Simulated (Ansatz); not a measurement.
`C[Si](Cl)(Cl)c1ccccc1` + `C#N` → `C[Si](Cl)(Cl)C#N` + `c1ccccc1`  (formal exchange of groups at the Si–C bond)

Gas-phase electronic energies from Ansatz, PBE0-D4/def2-TZVP geometries. CBS: MP2 limit from def2 TZ/QZ plus the TZ coupled-cluster correction, frozen cores. This one scheme is used for every species. Functionals use def2-TZVPP. HSE06 is defined as in plane-wave codes. One conformer a species, not always the lowest.

CCSD(T)/CBS gives -23.4 kJ/mol.

Q: Another level gave -32.1 kJ/mol. Which?
A. HSE06-D4/def2-TZVPP
B. BLYP/def2-TZVPP
C. revPBE-D4/def2-TZVPP
D. LC-ωPBE/def2-TZVPP

A: D. LC-ωPBE -32.1, revPBE-D4 -20.3, BLYP -41.9, HSE06-D4 -24.7 kJ/mol.

Largest T1 diagnostic among the species: 0.014.

From BLYP to BHLYP (50 % exact exchange), in def2-TZVPP and without D4, ΔE moves by +3.3 kJ/mol. The D4 term adds +15.6 kJ/mol with B3LYP and +9.6 kJ/mol with PBE0; it sums over pairs of atoms, weighted by their polarisabilities, and B3LYP, whose exchange is more repulsive, gets the larger term. In def2-TZVPP, CCSD(T) changes the Hartree–Fock value by +18.8 kJ/mol (the triples alone add +3.3 kJ/mol) and MP2 by +22.1 kJ/mol.

B3LYP here is the variant with VWN-RPA as its local correlation; programs differ in this.
